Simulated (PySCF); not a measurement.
Problem. Give a PBE0-D3(BJ)/def2-SVP geometry of `CB(N)NC=O`.

Solution. 
Z-matrix in Å and degrees, rows numbered from 1:
```
C 
B   1  1.5793
N   2  1.3932  1  123.75
N   2  1.4686  1  117.65  3  -179.95
C   4  1.3621  2  127.07  1   179.86
O   5  1.2116  4  125.70  2     0.36
H   1  1.1032  2  110.98  3   121.03
H   1  1.1000  2  112.88  3     0.20
H   1  1.1032  2  111.00  3  -120.65
H   3  1.0092  2  122.93  1     0.01
H   3  1.0153  2  120.16  1   179.89
H   4  1.0130  2  118.50  1     0.24
H   5  1.1177  4  113.10  2  -179.72
```

N3 (boron-bound nitrogen) is planar (angles 122.9°, 120.2° and 116.9°, sum 360.0°, 0.00 Å off the plane of its three neighbours). H11 on N3 lies 2.08 Å from O6, 5 bonds away (angle at H 125°; Bondi radii sum to 2.72 Å). The 6 heavy atoms lie in one plane (0.001 Å rms). B2 (three-coordinate boron) is planar (angles 123.7°, 118.6° and 117.6°, sum 360.0°, 0.00 Å off the plane of its three neighbours).

Method used: PySCF 2.14.0, PBE0-D3(BJ)/def2-SVP geometry optimisation, gas phase.

Point group: Cs (tolerance 0.08 Å). No frequency check. One conformer, not necessarily the lowest (C1–B2–N4–C5 180°, B2–N4–C5–O6 0°).

Time: 45 s wall; peak memory 0.51 GiB. Hardware: Arm Neoverse V1, one thread, shared host with 32 logical CPUs at a one-minute load of 36. These figures are those of the optimisation.
